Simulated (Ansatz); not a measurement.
Rb4⁺. Charge 1, multiplicity 2. Geometry r2SCAN/def2-TZVP, basis def2-TZVP, Ansatz.

| atom | x (Å) | y (Å) | z (Å) |
| --- | --- | --- | --- |
| Rb1 | 0.504 | 2.117 | -0.751 |
| Rb2 | 2.280 | 0.763 | 3.823 |
| Rb3 | -2.285 | -0.745 | -3.824 |
| Rb4 | -0.499 | -2.135 | 0.752 |

```tsv
run	HOMO (eV)	LUMO (eV)
A	-5.52	-3.72
B	-4.95	-4.06
C	-4.82	-4.57
D	-4.93	-4.58
E	-6.26	-2.97
F	-5.28	-4.07
```

In the def2 sets Rb takes a core potential; there is no spin–orbit coupling. The structure comes from a short search, and lower isomers may exist.

HOMO and LUMO are taken over both spins.

Question: The runs used BHLYP, BLYP, PBE, PBE0, r2SCAN, ωB97X-V. Estimate which is which.

Answer: A BHLYP (50 % exact exchange); B r2SCAN (0 % exact exchange); C BLYP (0 % exact exchange); D PBE (0 % exact exchange); E ωB97X-V (range-separated); F PBE0 (25 % exact exchange). Exact exchange lowers occupied and raises empty levels; among semilocal functionals meta-GGAs tend to open the gap a little, and such runs are hard to tell apart. The gap grows from 0.24 eV (BLYP) to 3.29 eV (ωB97X-V). At r2SCAN/def2-TZVP the charge 1 doublet is spin-contaminated (final ⟨S²⟩ up to 0.88, 0.75 for a pure state).
